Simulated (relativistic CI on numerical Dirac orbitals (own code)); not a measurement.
Electric-dipole lines of As⁵⁺

These numbers are calculated, not measured: Dirac-Coulomb-Breit CI, orbitals from a KLI potential per configuration, model QED (radiative potential, 1s self-energy scaled to tabulated hydrogen-like ionisation energies), valence Slater integrals scaled by 0.85, P86 correlation estimate, and configurations built on the next ion tied to the tabulated ionisation energy (semi-empirical) (own radial code, finite nucleus).

Configuration list (outside the closed core [Ar]): 3d¹⁰, 3d⁹4s, 3d⁹4p, 3d⁹4d, 3d⁹5s, 3d⁹4f, 3d⁹5p, 3d⁸4s², 3d⁹5d, 3d⁹5f, 3d⁹5g, 3d⁸4s4p, 3d⁸4p², 3d⁸4s4d, 3d⁸4p4d. Levels of other configurations are missing.

```csv
λ vac (nm),Lower,Upper,A (s⁻¹),gf,Branching (%)
60.934,3d⁹4p ³P°2 [6],3d⁹4d ³P2 [21],7.46e+09,2.08e+00,67.8
62.503,3d⁹4p ³F°3 [7],3d⁹4d ³G4 [20],1.00e+10,5.27e+00,91.3
62.892,3d⁹4p ³F°2 [10],3d⁹4d ³G3 [24],5.72e+09,2.37e+00,52.9
63.805,3d⁹4p ³F°4 [9],3d⁹4d ³G5 [19],1.05e+10,7.08e+00,100.0
64.161,3d⁹4p ³D°3 [14],3d⁹4d ³F4 [31],9.37e+09,5.21e+00,89.4
64.529,3d⁹4p ³D°2 [17],3d⁹4d ³F3 [33],7.31e+09,3.20e+00,69.7
64.590,3d⁹4p ¹F°3 [12],3d⁹4d ³F4 [27],7.56e+09,4.25e+00,72.2
83.093,3d⁹4d ³G5 [19],3d⁹4f ³H°6 [58],8.09e+09,1.09e+01,100.0
83.131,3d⁹4d ³G4 [20],3d⁹4f ¹H°5 [59],7.68e+09,8.75e+00,95.1
83.364,3d⁹4d ³G3 [29],3d⁹4f ³H°4 [68],6.65e+09,6.23e+00,82.0
83.608,3d⁹4d ³D3 [23],3d⁹4f ³F°4 [62],4.51e+09,4.25e+00,57.1
83.949,3d⁹4d ³F4 [31],3d⁹4f ³H°5 [69],7.40e+09,8.60e+00,92.8
84.089,3d⁹4d ³G3 [24],3d⁹4f ¹G°4 [64],5.15e+09,4.91e+00,64.7
84.695,3d⁹4d ³F4 [27],3d⁹4f ³G°5 [63],6.15e+09,7.28e+00,78.0
84.846,3d⁹4d ³F3 [33],3d⁹4f ³G°4 [72],6.61e+09,6.42e+00,84.1
90.221,3d⁹4s ³D3 [2],3d⁹4p ³F°4 [9],2.50e+09,2.74e+00,100.0
94.461,3d⁹4s ³D2 [3],3d⁹4p ³F°3 [7],1.58e+09,1.48e+00,72.6
96.159,3d⁹4s ³D3 [2],3d⁹4p ³P°2 [6],2.02e+09,1.40e+00,96.6
107.39,3d⁹4f ³H°6 [58],3d⁹5g ³I7 [134],5.73e+09,1.49e+01,100.0
107.58,3d⁹4f ¹H°5 [59],3d⁹5g ¹I6 [133],5.65e+09,1.27e+01,98.5
107.75,3d⁹4f ³H°4 [68],3d⁹5g ³I5 [158],5.52e+09,1.06e+01,96.5
107.83,3d⁹4f ³H°5 [69],3d⁹5g ³I6 [159],5.64e+09,1.28e+01,98.6
108.76,3d⁹4f ³F°4 [62],3d⁹5g ³G5 [141],4.45e+09,8.67e+00,78.0
108.95,3d⁹4f ³G°5 [63],3d⁹5g ³H6 [140],4.99e+09,1.16e+01,87.6
108.96,3d⁹4f ¹G°4 [64],3d⁹5g ¹H5 [139],4.84e+09,9.47e+00,84.8
109.11,3d⁹4f ³G°4 [72],3d⁹5g ³H5 [163],5.20e+09,1.02e+01,91.3
154.74,3d⁹5p ³F°3 [41],3d⁹5d ³G4 [82],2.12e+09,6.84e+00,72.0
157.94,3d⁹5p ³F°4 [42],3d⁹5d ³G5 [81],2.28e+09,9.37e+00,78.6
158.11,3d⁹5p ³F°3 [49],3d⁹5d ¹G4 [93],2.23e+09,7.53e+00,79.2
186.90,3d⁹5d ³G5 [81],3d⁹5f ³H°6 [119],2.02e+09,1.38e+01,80.9
```

Terms are leading LS components. Brackets give the number of a level in order of energy, since labels repeat. The list gives strong lines, with weight on those to low levels, without configurations that were not tied to measured data, without lines whose two gauges differ by over a factor of 2.5, among the lowest 300 of 859 levels, so that lines to higher ones, which can be the strongest, are missing. Levels whose partners in the same complex of configurations lie outside the list can be far off, and so can their lines. Rates are taken at the computed energies, electric ones in the length gauge.

Configurations that consist of the next ion and one excited electron were tied to the tabulated ionisation energy; Rydberg ones are usually within 1,000 to 3,000 cm⁻¹ and the lowest ones within about 6,000 (9,000 in d shells), while levels on excited terms of the next ion carry the error of that term, and the other configurations can be misplaced by 10,000 cm⁻¹ or more. Rates follow the energies as ν³ (E1, M1) or ν⁵ (E2), so rates, branching and lifetimes can be off by large factors. 4 of the 4 excited levels that our extract of the measured tables holds in this range could be paired (the sources list more); they are missed by 6821 cm⁻¹ on average and 7003 at most, and levels without a partner can miss by more.

LS names give the leading component of a level, which can be under half, so a name can repeat, a term be missing and a line seem to break the LS rules.
